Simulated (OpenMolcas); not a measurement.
V2+ with 6 ligands (fluoride) in octahedral coordination (Oh) at 2.1 Å. A charge of +0.667 e stands 2.6 Å behind each ligand. Ligand basis ANO-RCC-VDZP.

```json
{"Program": "OpenMolcas", "Method": "CASSCF", "Basis": "ANO-RCC-VTZP [6s5p3d2f1g]", "Scalar Hamiltonian": "DKH2, point nucleus", "Active space": "3 electrons in 5 orbitals (3d)", "State averaging": "2S+1 = 4 even, 10 roots; 2S+1 = 2 even, 40 roots", "Spin-orbit coupling": "state interaction with AMFI integrals over the reference wave functions"}
```

(1) What is the spin-free ground state (labels of O, the rotations of Oh)?

(2) Where is the first state of the same spin?

(3) What are the lowest two levels with spin-orbit coupling?

(4) What is χT at 300 K, and how does it compare with the textbook value?

(5) Which ligand-field parameters describe the states?

## Answers

(1) 4A2, 1-fold in its orbital part, 100 % from free-ion F terms; it has the highest spin that d3 allows.

(2) 4T2 at 9360 cm-1 above the ground state.

(3) A 4-fold level Γ8, then a 2-fold level Γ7 9290 cm-1 above it. Their leading multiplicities are 4 (100 %) and 4 (100 %).

(4) The lowest level has 2S+1 = 4, for which the spin-only value is χT = S(S+1) / 2 = 1.875 cm3 K/mol (g = 2). The computed 1.850 at 300 K differs by -0.025, through orbital momentum, spin-orbit coupling and any other state in reach.

(5) A least-squares ligand-field fit to the states below 45000 cm-1, each weighted by its degeneracy and with a free common offset, gives 10Dq = 9741 cm-1, B = 932 cm-1 and C = 3553 cm-1 (C/B = 3.81), with an rms deviation of 138 cm-1. The same method and metal basis give the free ion B = 959 cm-1 (fit to its terms below 60000 cm-1, rms deviation 74 cm-1), so the nephelauxetic ratio is β = 932 / 959 = 0.97; it hangs on how both fits weigh the states, and computed free-ion B values tend to be too large, so β mixes covalency with correlation.

Without dynamic correlation the repulsion within the d shell is too large (B by tens of per cent), so at a given field states of lower spin stand too high. Ligand-to-metal charge-transfer states are missing. With no ligand orbital active B as a rule stays too high, so bands that hang on it stand too high and its fall with covalency is understated. With metal d orbitals alone and no dynamic correlation the field as a rule comes out too small, by tens of per cent, by up to half for chloride and softer ligands. No measured value stands beside these numbers; the geometry was imposed, not optimised, and the real ion may take another.
